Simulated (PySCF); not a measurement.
# Computed spin Hamiltonian

Species: C₇H₈NO (doublet state).
Atom-mapped SMILES: `[CH3:1][C:2](=[O:3])[NH:4][C:5]1[CH:6]=[CH:7][CH:8]=[CH:9]1` (hydrogens: H10, H11, H12 on C1; H13 on N4; H14 on C6; H15 on C7; H16 on C8; H17 on C9)

Structure used (GFN2-xTB), in Å, numbered top down from 1:
```
atom  x, y, z in Å
C1     3.0665    0.3671    0.4345
C2     1.6090    0.7654    0.4959
O3     1.2143    1.8379    0.8801
N4     0.7732   -0.2431    0.0575
C5    -0.5879   -0.2236   -0.0191
C6    -1.3596   -1.3309   -0.4927
C7    -2.6704   -0.9677   -0.4328
C8    -2.7447    0.3837    0.0828
C9    -1.4804    0.8296    0.3317
H10    3.6748    1.1936    0.7899
H11    3.2470   -0.5047    1.0607
H12    3.3507    0.1286   -0.5889
H13    1.2105   -1.1049   -0.2461
H14   -0.9515   -2.2662   -0.8285
H15   -3.5191   -1.5628   -0.7140
H16   -3.6583    0.9273    0.2352
H17   -1.1811    1.7827    0.7171
```

The hyperfine couplings belong to this conformer and change with its torsions.

Theory: UKS B3LYP, pcH-1 on C H N O, non-relativistic, mean-field spin-orbit, GIAO in PySCF 2.14.0. One conformer (not necessarily the lowest) at the GFN2-xTB geometry, without solvent, vibrations or thermal averaging. A GFN2-xTB geometry isn't a minimum of the functional, and hyperfine couplings can be far from their values at a DFT geometry. No stability test was run, so a lower SCF solution isn't excluded.

- g1, g2, g3: 2.00215, 2.00263, 2.00372
- g_iso: 2.00283
- Form of g: rhombic: the two nearest values differ by 31 % of g3 − g1
- ⟨S²⟩: 0.7588 (exact 0.7500)
- α and β electrons: 33, 32
- Total energy: -401.52397 Eh
- Basis functions: 305

Isotropic coupling and dipolar principal values T1 to T3, in MHz; ρ(0) is the spin density at the nucleus:

| atom | isotope | a_iso | T1 | T2 | T3 | Mulliken spin population | ρ(0) (bohr⁻³) |
| --- | --- | --- | --- | --- | --- | --- | --- |
| C1 | 13C | -2.2 | -0.5 | 0.1 | 0.4 | 0.00 | -0.0020 |
| C2 | 13C | -2.6 | -2.5 | -0.9 | 3.5 | 0.02 | -0.0023 |
| O3 | 17O | -4.4 | -19.9 | 9.7 | 10.2 | 0.06 | 0.0072 |
| N4 | 14N | 1.4 | -5.8 | -5.2 | 11.0 | 0.07 | 0.0044 |
| C5 | 13C | 33.8 | -38.5 | -37.8 | 76.3 | 0.46 | 0.0300 |
| C6 | 13C | -19.7 | -1.9 | 0.8 | 1.2 | -0.06 | -0.0176 |
| C7 | 13C | 12.9 | -22.7 | -21.4 | 44.0 | 0.27 | 0.0114 |
| C8 | 13C | 13.6 | -23.0 | -21.6 | 44.6 | 0.27 | 0.0121 |
| C9 | 13C | -20.2 | -3.8 | 1.8 | 2.0 | -0.07 | -0.0180 |
| H10 | 1H | -0.5 | -0.9 | -0.7 | 1.6 | 0.00 | -0.0001 |
| H11 | 1H | 5.4 | -1.3 | -0.9 | 2.2 | 0.00 | 0.0012 |
| H12 | 1H | 5.4 | -1.3 | -0.9 | 2.2 | 0.00 | 0.0012 |
| H13 | 1H | -8.2 | -5.7 | -4.0 | 9.7 | 0.00 | -0.0018 |
| H14 | 1H | -0.6 | -3.3 | -1.7 | 5.0 | 0.00 | -0.0001 |
| H15 | 1H | -19.5 | -12.0 | -1.9 | 13.9 | -0.01 | -0.0044 |
| H16 | 1H | -19.8 | -12.1 | -1.9 | 14.0 | -0.01 | -0.0044 |
| H17 | 1H | 0.3 | -3.6 | -0.7 | 4.3 | 0.00 | 0.0001 |

Largest spin populations (Mulliken): C5 (+0.46), C8 (+0.27), C7 (+0.27) and N4 (+0.07). Three atoms exceed +0.15. The positive populations add up to 1.16 and the negative ones to -0.16, together 2S = 1.

The SMILES `CC(=O)N[C]1C=CC=C1` draws the unpaired electron on C5, whose computed spin population is only +0.46.

Axes: g2 points within 5° of the N4–C5 bond and g3 points within 8° of the C7–C8 bond.

Under fast tumbling the dipolar parts average out, and these isotropic splittings remain: 1 × 1H (H16, I = 1/2, 2 lines) with 0.71 mT, 1 × 1H (H15, I = 1/2, 2 lines) with 0.69 mT, 1 × 1H (H13, I = 1/2, 2 lines) with 0.29 mT, 3 × 1H (H10/H11/H12, I = 1/2, 4 lines) with 0.12 mT and 1 × 14N (N4, I = 1, 3 lines) with 0.05 mT.

Means are taken over nuclei equivalent by connectivity, which assumes that they swap fast. C6 and C9, with what hangs on them, aren't averaged: C5 is flat or nearly so (angle sum 360°), and its turn about the short C5–N4 bond (1.36 Å) is taken as slow. The three 1H nuclei of mean +3.4 MHz run from -0.5 to 5.4 MHz in the frozen geometry.

The 13C coupling of C5 (33.8 MHz) shows only in satellite lines or after enrichment, since that isotope makes up about 1.07 % of natural carbon.
